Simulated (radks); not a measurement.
Charge is removed step by step from the 2p down level of Si+, starting from [He] 2s2 2p(up 3, down 3) 3s2 3p1. Method: scalar-relativistic Kohn-Sham, BLYP, spin-polarised, spherical densities, finite nucleus; open shells are filled with parallel spins first; Fermi nuclear charge, rms radius 3.1224 fm; computed with a radial shooting solver on a logarithmic mesh with Libxc functionals.

removed (e),E - E(0) (eV),eigenvalue (eV),E minus straight line (eV)
0,0.000,-104.93,0.000
0.125,13.345,-108.63,-1.674
0.25,27.155,-112.38,-2.883
0.375,41.438,-116.18,-3.619
0.5,56.199,-120.04,-3.877
0.625,71.445,-123.94,-3.649
0.75,87.182,-127.89,-2.931
0.875,103.42,-131.89,-1.717
1,120.15,-135.93,0.000

Removing the whole electron costs 120.15 eV by Delta-SCF, against 104.93 eV from minus the eigenvalue at the starting occupation. Slater's transition state (half an electron removed) gives 120.04 eV. Integrating minus the eigenvalue over the occupation (Janak's theorem) gives 120.17 eV. In this scalar-relativistic scheme the density is built from large components alone, so the theorem holds only approximately. The mean slope of the eigenvalue, de/dn, is 31.0 eV per electron.
